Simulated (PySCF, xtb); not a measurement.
N-methylbuta-2,3-dien-1-amine (C5H9N), SMILES C(NC)C=C=C. The values are those of a single conformer.

Harmonic wavenumbers (cm⁻¹) from GFN2-xTB run with xtb at its own minimum, in rising order: 49, 88, 172, 232, 264, 308, 389, 522, 560, 820, 848, 854, 936, 977, 987, 1042, 1104, 1139, 1157, 1165, 1225, 1295, 1340, 1399, 1420, 1446, 1479, 1489, 1500, 2097, 2805, 2848, 2914, 2999, 3023, 3050, 3071, 3077, 3348.

Task: What does PBE-D3(BJ)/def2-SVP run with PySCF give at its own minimum? (The exact figures need the calculation; the answer reports its results.)

Result: 62, 98, 181, 238, 279, 332, 387, 534, 575, 758, 815, 860, 907, 956, 968, 1020, 1088, 1120, 1124, 1167, 1216, 1267, 1330, 1386, 1409, 1417, 1422, 1435, 1450, 2024, 2847, 2854, 2943, 2987, 3051, 3051, 3063, 3134, 3438. Paired by order, the mean absolute difference is 25 cm⁻¹ and the zero-point energies are 79.3 and 78.9 kcal/mol.
